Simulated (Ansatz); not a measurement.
Coupled-cluster run, C$_{2}$H$_{8}$BNO$_{2}$, SMILES `CN(C)B(O)O`.

```yaml
crystal:
  periodic: [false, false, false]
  atoms:
    - {symbol: C, position_ang: [-0.803744, -0.989228, 0.842392]}
    - {symbol: N, position_ang: [0.094987, -0.156040, 0.094878]}
    - {symbol: C, position_ang: [1.467613, -0.593646, 0.159093]}
    - {symbol: B, position_ang: [-0.287070, 0.987248, -0.645677]}
    - {symbol: O, position_ang: [0.682895, 1.694085, -1.316270]}
    - {symbol: O, position_ang: [-1.579808, 1.457266, -0.749326]}
    - {symbol: H, position_ang: [-1.834920, -0.636060, 0.781050]}
    - {symbol: H, position_ang: [-0.792837, -2.023696, 0.473963]}
    - {symbol: H, position_ang: [-0.533783, -1.016823, 1.906450]}
    - {symbol: H, position_ang: [2.099088, 0.074100, -0.422702]}
    - {symbol: H, position_ang: [1.831209, -0.602945, 1.194886]}
    - {symbol: H, position_ang: [1.577176, -1.611180, -0.238243]}
    - {symbol: H, position_ang: [0.299972, 2.442400, -1.777832]}
    - {symbol: H, position_ang: [-2.233579, 0.945419, -0.273960]}
basis:
  gaussian: {orbitals: def2-TZVPP}
correlation: {method: ccsd_t}
output: {orbitals: {seedname: orbitals}}
```

```sh
$ ansatz run in.yaml --threads 4 --pin off --events-out ev --progress --plain --max-ram 11315MiB
```

Output of Ansatz, abridged:

```
Functional definition: HF
1798 factors; integrals over basis functions are off by at most 1.1e-3 eV
mean field evaluation 1: about -8416.9681 eV, gradient 5.2e1 eV
mean field evaluation 2: about -8417.2342 eV, gradient 5.2e1 eV
mean field evaluation 4: about -8422.6351 eV, gradient 4.3e0 eV
mean field evaluation 8: about -8422.6990 eV, gradient 2.2e-1 eV
mean field -8422.69914515 eV, -309.5284844739 hartree, gradient 1.1e-6 eV, S^2 0.000000; 0 other end points of the search recorded, 0 dependent functions left out
6 core orbitals not correlated: weight in the atoms' cores, before any rotation towards them, 1.000 or more for the frozen orbitals, at most 0.000 for the correlated occupied ones
reference -8422.69914515 eV, -309.5284844739 hartree; 18, 18 occupied and 274, 274 virtual orbitals, 1798 factors
second order -30.95666666 eV of doubles, -0.00000000 eV of singles
cycle   1  -31.15948409 eV  change   -2.0e-1 eV  update   1.1e-1
cycle   2  -31.82898620 eV  change   -6.7e-1 eV  update   2.9e-2
cycle   3  -31.96670500 eV  change   -1.4e-1 eV  update   1.4e-2
cycle   4  -31.95257002 eV  change    1.4e-2 eV  update   3.1e-3
cycle   5  -31.95226067 eV  change    3.1e-4 eV  update   1.3e-3
cycle   6  -31.95283717 eV  change   -5.8e-4 eV  update   4.0e-4
cycle   7  -31.95256107 eV  change    2.8e-4 eV  update   1.4e-4
cycle   8  -31.95248170 eV  change    7.9e-5 eV  update   4.8e-5
cycle   9  -31.95249013 eV  change   -8.4e-6 eV  update   2.0e-5
perturbative correction -1.20470526 eV, -0.0442721016 hartree
Total energy: -8455.85634055 eV, -310.7469889298 hartree
```

Hardware: 4 threads of an Arm Neoverse V2 on a shared host. Wall time 13 min, peak host memory 4.3 GiB.

MP2 recovers 93.4 % of the CCSD(T) correlation energy and the triples give 3.6 %; T1 = 0.0109.
